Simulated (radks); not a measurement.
Problem. Numerical settings for the cerium ion Ce+, [Xe] 4f1 5d2. Method: scalar-relativistic Kohn-Sham, PBE, spin-polarised, spherical densities, finite nucleus; open shells are filled with parallel spins first (spin-orbit coupling, left out, can overturn this in heavy ions); Fermi nuclear charge, rms radius 4.8771 fm; computed with a radial shooting solver on a logarithmic mesh with Libxc functionals. The defaults (mesh step 0.008 in ln r, mesh end at 40 bohr or more with all orbitals vanishing there, Anderson mixing 0.5 over 9 steps, residual threshold near 1e-9 with the energy settled to 1e-9 hartree or 1e-11 of itself, here a cap of 69 iterations) give E = -8859.8409 hartree and 5d at -7.699 eV in 15 iterations. Run on one thread of a shared host, so times are rough (Intel(R) Xeon(R) Platinum 8559C): 0.24 s of CPU time, 0.24 s wall, 15 iterations on 2314 mesh points. One setting is changed at a time: mesh step in ln r 0.003; mesh step in ln r 0.05; mesh step in ln r 0.012; mesh end (bohr) 20; mesh end (bohr) 8; residual threshold 1e-16; residual threshold 0.001; mixing 1; linear mixing, mixing 0.2; linear mixing, mixing 0.05; mixing history 20; iteration cap 8. Which runs fail to converge, and which converge to a wrong energy?

Solution. Not converged within the cap: residual threshold 1e-16; linear mixing, mixing 0.2; linear mixing, mixing 0.05; iteration cap 8. Settings that end as converged yet miss the energy by more than 1 mhartree: mesh end (bohr) 8 (+0.00237 hartree).
